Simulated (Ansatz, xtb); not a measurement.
Relative energy of two isomers of C4H6N2Se

Structure a: `Nc1cc[se]c1N`, a singlet. Structure b: `Nc1c[se]cc1N`, a singlet. Both are isolated molecules in the gas phase, relaxed with r2SCAN-D4/def2-SVP; the shapes shown needn't be the lowest conformers.

a (Å):

```xyz
13

C     0.8056   -0.6175    0.1827
C     1.8360    0.1902   -0.4083
C     1.7480    0.3521   -1.7642
C    -0.1276   -1.1101   -0.7135
N     0.7721   -0.9362    1.5360
N    -1.2104   -1.9168   -0.3354
Se    0.3069   -0.5698   -2.4917
H     1.0457   -0.1737    2.1487
H    -0.1326   -1.3245    1.7979
H     2.6337    0.6440    0.1871
H     2.4138    0.9378   -2.3988
H    -1.0939   -2.9022   -0.5746
H    -2.1055   -1.6015   -0.7060
```

b (Å):

| atom | x (Å) | y (Å) | z (Å) |
| --- | --- | --- | --- |
| C | 0.6843 | -0.2888 | 0.2612 |
| C | 1.7006 | 0.6184 | 0.0876 |
| C | 1.0953 | -0.7210 | -2.0337 |
| C | 0.3206 | -1.0235 | -0.9362 |
| N | -0.0362 | -0.5234 | 1.4513 |
| N | -0.7624 | -1.8858 | -0.9149 |
| Se | 2.3464 | 0.6143 | -1.6595 |
| H | 0.1165 | -1.4717 | 1.7999 |
| H | 0.2259 | 0.1245 | 2.1897 |
| H | 2.1463 | 1.2531 | 0.8540 |
| H | 0.9758 | -1.1088 | -3.0450 |
| H | -0.7375 | -2.6985 | -1.5161 |
| H | -1.1971 | -2.0265 | -0.0118 |

Energies in hartree; the thermal terms are from GFN2-xTB frequencies at re-optimised GFN2-xTB minima (ideal gas, soft modes damped towards free rotors, one conformer each, 298.15 K, 1 atm) and include the zero-point energy:

|  | a | b |
| --- | --- | --- |
| E, CCSD(T)/def2-SVP | −2664.352052 | −2664.350071 |
| E, MP2/def2-SVP | −2664.275269 | −2664.273640 |
| E, MP2/def2-TZVPP | −2665.107497 | −2665.107075 |
| zero-point energy | 0.095180 | 0.094940 |
| H(298 K) − E | 0.103833 | 0.103510 |
| G(298 K) − E | 0.062799 | 0.062780 |

Task: Correct the CCSD(T) difference for the basis set by the MP2 change, then work out ΔE, ΔE₀, ΔH and ΔG for a → b in kcal/mol (1 Eh = 627.51 kcal/mol) and the equilibrium ratio [b]/[a].

Result: 1. Differences b − a: CCSD(T) +0.001981, MP2 in the small set +0.001629, MP2 in the large set +0.000422 Eh.
2. ΔE = +0.001981 + (+0.000422 − (+0.001629)) = +0.000774 Eh = +0.49 kcal/mol.
3. ΔE₀ = ΔE + ΔZPE = +0.000774 + (−0.000240) Eh = +0.34 kcal/mol.
4. ΔH = ΔE + (−0.000323) Eh = +0.28 kcal/mol.
5. ΔG = ΔE + (−0.000019) Eh = +0.47 kcal/mol, so ΔS = (ΔH − ΔG)/T = −2.7 J/(mol K).
6. kT = 0.9442 mEh, so K = [b]/[a] = exp(−ΔG/kT) = exp(−0.80) ≈ 0.45.

The two are too close for this level to say which is favoured. An error of 1 kcal/mol in ΔG would change K by a factor of 5.4. Mirror images and further conformers aren't counted.

As drawn, both hold the same kinds of bond in the same numbers.

Other levels gave ΔE = +0.5 (r2SCAN-D4/def2-SVP); +0.3 (HF/def2-SVP); +1.0 (MP2/def2-SVP); +1.2 (CCSD(T)/def2-SVP) kcal/mol. The correlated steps freeze 15 core orbitals; the filled d shell of Se is correlated, in a basis made for valence electrons. Programs: Ansatz 0.2.0, xtb 6.7.1.
